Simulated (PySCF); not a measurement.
Al(Me)(H) (CH4Al), SMILES [CH3][AlH], multiplicity 2. Atoms are numbered in the order given.

```xyz
6

Al     0.1389     0.7785     0.0000
C     -0.0431    -1.1780     0.0000
H     -0.6181    -1.4876     0.8809
H     -0.6181    -1.4876    -0.8809
H      0.9032    -1.7212     0.0000
H     -1.2133     1.6440     0.0000
```
Charge 0, spin multiplicity 2.

Coordinates come from a ωB97X-D3(BJ)/def2-TZVP optimisation. The spin state was assumed, not searched. The isomer is the one that the SMILES or the coordinates give; other isomers of the formula were not compared.

The numbers are results of TDA-PBE/def2-TZVPD (PySCF), not measurements.

Vertical excitations. The molecule is in vacuum.

```json
[
 {"state": "root 1", "energy (eV)": "1.91", "λ (nm)": "649", "f": "0.025", "main pairs": "α HOMO→LUMO 99 %"},
 {"state": "root 2", "energy (eV)": "3.85", "λ (nm)": "322", "f": "0.036", "main pairs": "α HOMO→LUMO+1 96 %"},
 {"state": "root 3", "energy (eV)": "4.11", "λ (nm)": "302", "f": "0.028", "main pairs": "β HOMO→LUMO 92 %"},
 {"state": "root 4", "energy (eV)": "4.39", "λ (nm)": "283", "f": "0.000", "main pairs": "α HOMO−1→LUMO 83 %, β HOMO→LUMO+1 16 %"},
 {"state": "root 5", "energy (eV)": "4.51", "λ (nm)": "275", "f": "0.098", "main pairs": "α HOMO→LUMO+2 99 %"},
 {"state": "root 6", "energy (eV)": "4.88", "λ (nm)": "254", "f": "0.000", "main pairs": "α HOMO−1→LUMO 16 %, β HOMO→LUMO+1 83 %"},
 {"state": "root 7", "energy (eV)": "4.96", "λ (nm)": "250", "f": "0.101", "main pairs": "α HOMO→LUMO+3 94 %"},
 {"state": "root 8", "energy (eV)": "5.24", "λ (nm)": "236", "f": "0.030", "main pairs": "α HOMO→LUMO+4 99 %"},
 {"state": "root 9", "energy (eV)": "5.54", "λ (nm)": "224", "f": "0.017", "main pairs": "α HOMO→LUMO+5 97 %"},
 {"state": "root 10", "energy (eV)": "5.68", "λ (nm)": "218", "f": "0.044", "main pairs": "α HOMO→LUMO+6 97 %"}
]
```
Unrestricted roots are not spin-pure.
